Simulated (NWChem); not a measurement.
# C$_{3}$H$_{2}$IN; SMILES C(=C/I)/C#N

```xyz
7

N      1.2241     2.9993     0.0000
C      0.1861     2.4486     0.0000
C     -1.0915     1.8193     0.0000
C     -1.3148     0.4832     0.0000
I      0.1709    -0.9825     0.0000
H     -1.9692     2.4899     0.0000
H     -2.3380     0.0791     0.0000
```
Atoms are numbered in this order, from 1.

Geometry: optimised at PBE-D3(BJ)/def2-SVP. def2 effective core potentials on I; no spin-orbit coupling.

Symmetry labels are those of Cs in the frame above (b1 and b2, or b-type labels, depend on it).

### Question
List the 6 lowest vertical singlet excitations from PBE/def2-SVP with def2 effective core potentials on I, TDA (NWChem).

### Answer
| state | energy (eV) | oscillator strength | symmetry | leading excitation (squared amplitude) |
|---|---|---|---|---|
| S1 | 3.98 | 0.000 | a" | HOMO−1 → LUMO (1.00) |
| S2 | 4.55 | 0.164 | a' | HOMO → LUMO (0.79) |
| S3 | 4.70 | 0.002 | a" | HOMO → LUMO+1 (0.99) |
| S4 | 5.19 | 0.007 | a' | HOMO−1 → LUMO+1 (0.98) |
| S5 | 5.48 | 0.000 | a" | HOMO−3 → LUMO (0.99) |
| S6 | 5.85 | 0.000 | a" | HOMO → LUMO+2 (0.94) |
